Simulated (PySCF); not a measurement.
Cartesian coordinates in Å; atom numbers follow the order of the lines, from 1:
```xyz
16

C    -0.7914    1.7991   -0.7691
C     0.1801    0.8127   -0.2193
P     1.9481    1.2477   -0.0286
C     2.2862   -0.4306    0.5272
C     1.1258   -1.0871    0.6856
F     1.0529   -2.3380    1.1783
C    -0.0872   -0.4209    0.2684
Si   -1.7339   -1.3328    0.3899
H    -0.4924    2.1097   -1.7702
H    -0.8125    2.6916   -0.1434
H    -1.7916    1.3768   -0.8169
H     2.2725    1.0536   -1.3746
H     3.2562   -0.7983    0.8094
H    -1.7214   -2.1533    1.5975
H    -1.8725   -2.1607   -0.8114
H    -2.8265   -0.3605    0.4657
```

- GFN2-xTB geometry
- PBE0/pcSseg-1 with gauge-including orbitals
- code: PySCF
- no solvent, non-relativistic Hamiltonian, one averaged value for each set of equivalent atoms, one conformer

Scale: 13C against TMS (reference shieldings calculated alike).

**Question.** Do the 13C shifts follow the atomic charges (in e)? Tabulate both.

**Answer.** 
| atoms | hybridisation | δ (ppm) | σ para (ppm) | Hirshfeld | IAO | Mulliken | ESP-fitted |
| --- | --- | --- | --- | --- | --- | --- | --- |
| C5 | sp2 | 176.6 | -242 | +0.08 | +0.29 | +0.35 | +0.12 |
| C2 | sp2 | 173.9 | -254 | -0.03 | -0.14 | -0.59 | +0.06 |
| C7 | sp2 | 138.6 | -211 | -0.12 | -0.33 | -0.32 | -0.06 |
| C4 | sp2 | 104.9 | -186 | -0.15 | -0.44 | -0.44 | -0.32 |
| C1 | sp3 | 22.9 | -82 | -0.12 | -0.42 | -0.14 | -0.50 |

Correlation coefficients of δ with charge over these carbons: Hirshfeld +0.66, IAO +0.70, Mulliken +0.07, ESP-fitted +0.97; with the paramagnetic shielding -0.99. Among the 4 sp2 carbons alone: Hirshfeld +0.88, IAO +0.83, Mulliken +0.41, ESP-fitted +0.98. With so few points, grouped by hybridisation, these coefficients are fragile. Charge is one influence among several: hybridisation and low-lying excitations act through the paramagnetic term.

Shifts are as computed. Against solution values, carbons near 30 ppm lie about +3 ppm off and those near 130 ppm about +5 ppm. Of 1211 compounds with measured shifts, 218 miss one by over three times the rms of a fit or turn the order of signals round; such compounds aren't used in these exercises.
